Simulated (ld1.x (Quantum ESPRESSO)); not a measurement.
# scandium (Sc): one change to an RRKJ potential, before and after

scandium, norm-conserving RRKJ (Kleinman–Bylander form), made with ld1.x (Quantum ESPRESSO) 7.5 (BLYP, scalar-relativistic). Core [Ne], reference 3s2 3p6 3d0 4s0 4p0 (charge +3). Waves: 3p (bound): rc 1.10 bohr; 3d (bound, empty): rc 2.20 bohr; 3s (bound): rc 0.95 bohr. Local part: the s channel. Core correction: Bessel-smoothed model core inside 0.60 bohr. rho0 = 0.001.

All-electron outer shells of the reference configuration (BLYP, scalar-relativistic, ld1.x):

```tsv
shell	level (eV)	outermost node (bohr)	outermost maximum (bohr)
2p	-421.61	–	0.23
3s	-86.20	0.42	0.92
3p	-64.44	0.39	0.96
3d	-32.29	–	1.01
4s	-25.51	1.27	2.50
4p	-20.33	1.38	2.80
```

Change: all radii but the core radius scaled by about 0.91 (s 0.86, p 1.00, d 2.00 bohr).

Cutoffs: the cutoffs (Ry, on a coarse ladder) from which the occupation-weighted sum of valence levels, in a spherical-Bessel basis at the reference potential, stays within 10 and 1 mRy of its value at 400 Ry; they do not see the model core or the augmentation charge, which bear on the density cutoff. Errors are all-electron minus pseudo energies relative to the spin-unpolarised reference configuration.

**Question.** What does the change do?

**Answer.** The potential gets harder (120 Ry and 200 Ry → 140 Ry and 230 Ry); of the 7 tests that both files solve, the error grows in 1 and shrinks in 5 by more than 15 % and 0.3 meV (median size 219.3 → 157.3 meV); neither file shows a bound ghost. A smaller radius makes the pseudo-wave follow the all-electron one further in, where it bends more sharply, so more plane waves are needed.

```csv
quantity,base,changed
"cutoff, loose",120 Ry,140 Ry
"cutoff, tight",200 Ry,230 Ry
loose cutoff by channel (10 mRy a level),"p 80 Ry, s 100 Ry","p 90 Ry, s 100 Ry"
bound ghosts,none,none
"error for 3s2 3p6 3d1 4s2 4p0, meV [ΔE -44.60 eV]",+239,+188
"error for 3s2 3p6 3d1 4s1 4p0, meV [ΔE -37.78 eV]",+245,+185
"error for 3s2 3p6 3d1 4s0 4p0, meV [ΔE -24.87 eV]",+229,+161
"error for 3s2 3p6 3d0 4s2 4p0, meV [ΔE -36.33 eV]",+97,+110
"error for 3s2 3p6 3d0 4s2 4p1, meV [ΔE -41.07 eV]",+86,+99
"error for 3s2 3p6 3d1 4s0 4p2, meV [ΔE -38.79 eV]",+219,+157
"error for 3s1 3p6 3d1 4s2 4p0, meV [ΔE 17.08 eV]",-56,+4.7
```
